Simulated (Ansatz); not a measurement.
Reaction (ligand exchange at the Si–Cl bond): `CO[Si](O)(Cl)Cl` + HBr → `CO[Si](O)(Cl)Br` + HCl

Gas-phase electronic energies from Ansatz, PBE0-D4/def2-TZVP geometries. CCSD(T)/CBS is the MP2 limit (def2-TZVPP, def2-QZVPP) plus CCSD(T) − MP2 in def2-TZVPP, frozen cores. This one scheme is used for every species. DFT in def2-TZVPP. B3LYP here is the variant with VWN-RPA as its local correlation; programs differ in this. For Br outer-core shells are correlated without core-valence functions, which leaves a few kJ/mol of doubt a bond. Scalar relativity is left out up to krypton. Each species was taken in one conformer, which may not be the lowest.

| level | ΔE (kJ/mol) | difference from CCSD(T)/CBS |
| --- | --- | --- |
| PBE-D4 | 4.7 | 1.1 |
| r2SCAN-D4 | 7.0 | 3.4 |
| PBE0-D4 | 5.0 | 1.4 |
| B3LYP-D4 | 6.8 | 3.2 |
| ωB97X-V | 7.3 | 3.7 |
| ωB97M-V | 7.0 | 3.4 |
| B2PLYP | 7.6 | 4.0 |
| PBE | 5.9 | 2.3 |
| r2SCAN | 7.3 | 3.7 |
| PBE0 | 6.1 | 2.5 |
| B3LYP | 9.0 | 5.4 |
| HF/def2-TZVPP | 10.0 | 6.4 |
| MP2/def2-TZVPP | 4.3 | 0.7 |
| SCS-MP2/def2-TZVPP | 5.9 | 2.3 |
| CCSD/def2-TZVPP | 6.6 | 3.0 |
| CCSD(T)/def2-TZVPP | 6.1 | 2.5 |
| HF/def2-QZVPP | 10.4 | 6.8 |
| MP2/def2-QZVPP | 3.0 | -0.6 |
| SCS-MP2/def2-QZVPP | 5.0 | 1.4 |
| HF/CBS(def2) | 10.4 | 6.8 |
| MP2/CBS(def2) | 1.8 | -1.8 |
| CCSD/CBS(def2) | 4.1 | 0.5 |
| CCSD(T)/CBS | 3.6 | 0 |

Largest T1 diagnostic among the species: 0.010.

In def2-TZVPP, CCSD(T) changes the Hartree–Fock value by −3.9 kJ/mol (the triples alone add −0.5 kJ/mol) and MP2 by −5.7 kJ/mol.
